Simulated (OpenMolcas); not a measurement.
## Mn3+: ligand-field states by method

Mn3+ with its 6 nearest chloride ions at 2.405 Å, on the Y site of Cs2NaYCl6 (a = 10.7396 Å, distance in the model lattice 2.619 Å). The rest of the host is ab initio model potentials to 7.6 Å, with orthogonalisation functions on the cations behind the ligands, and point charges beyond; the distance is set by hand and nothing relaxes. Ligand basis ANO-RCC-VDZP.

| Quantity | Value |
| --- | --- |
| Program | OpenMolcas 26.06 |
| Basis | ANO-RCC-VTZP [6s5p3d2f1g] |
| Scalar Hamiltonian | DKH2, point nucleus |
| Active space | 4 electrons in 5 orbitals (3d) |
| State averaging | 2S+1 = 5 even, 5 roots; 2S+1 = 3 even, 45 roots; 2S+1 = 1 even, 50 roots |
| Spin-orbit coupling | state interaction with AMFI integrals over the reference wave functions |

I. CASSCF
II. SS-CASPT2, IPEA 0.25 Eh, imaginary shift 0.1 Eh (closed shells correlated: 3s 3p and the ligand valence shells)

Spin-free states (labels of O, the rotations of Oh) in cm-1, each column counted from its own energy of the first state listed:

```
State  Degeneracy      I     II
   5E           2      0      0
  5T2           3  10671  14000
  3T1           3  15391   6070
   3E           2  21590  14370
  3T1           3  23756  15440
  3T2           3  24444  16450
  3A2           1  26257  17780
  1T2           3  26866  12390
  3A1           1  26900  17810
   1E           2  27688  13340
   3E           2  29775  20730
  3T1           3  31735  28510
  1A1           1  32146  16970
  3T2           3  32657  28890
  1A2           1  32920  21520
  3T1           3  33053  27400
  1T2           3  33271  21370
  1T1           3  35014  23220
  3T2           3  38101  33030
   1E           2  39311  25060
```

From I to II, I's first state of the same spin (5T2) moves from 10671 to 14000 cm-1, by about +3300 cm-1.

From I to II, I's first state of another spin (3T1) moves from 15391 to 6070 cm-1, by about -9300 cm-1.

χT at 300 K: I 2.94, II 2.95 cm3 K/mol.

Roots that are degenerate in the reference are averaged as groups; the widest CASPT2 spread within a group is 1700 cm-1 (the 3-fold group of multiplicity 3 near 52800 cm-1 above the lowest state of its run, II). Shifts and gaps below about the spread of the groups concerned are not significant. Over all roots computed the reference weight is 0.63 to 0.67 in II; a low but even weight reflects the number of correlated electrons. An orbital doublet at a regular site is open to a Jahn-Teller distortion, which this geometry leaves out. Ligand-to-metal charge-transfer states are missing. With no ligand orbital active B as a rule stays too high, so bands that hang on it stand too high and its fall with covalency is understated. Without dynamic correlation the repulsion within the d shell is too large (B by tens of per cent), so at a given field states of lower spin stand too high (holds for I). With metal d orbitals alone and no dynamic correlation the field as a rule comes out too small, by tens of per cent, by up to half for chloride and softer ligands (holds for I). This shell can be high or low spin here, a state of another spin lies low, and with metal d orbitals alone active their balance is uncertain, so the ground spin may be wrong (holds for II). These CASPT2 states fit no ligand-field parameters well, so their order and spin gaps are uncertain (holds for II). With one d shell and no ligand orbital active, 10Dq can be off by a tenth or more (holds for II). The distance lies 3 % under the 2.48 Å that this model takes as the normal distance (a Shannon-type radius plus a fixed donor radius, weighted with the host); by an R⁻⁵ law this alone changes a d-shell field by about +17 %. No measured value stands beside these numbers; the geometry was set by hand and not optimised.
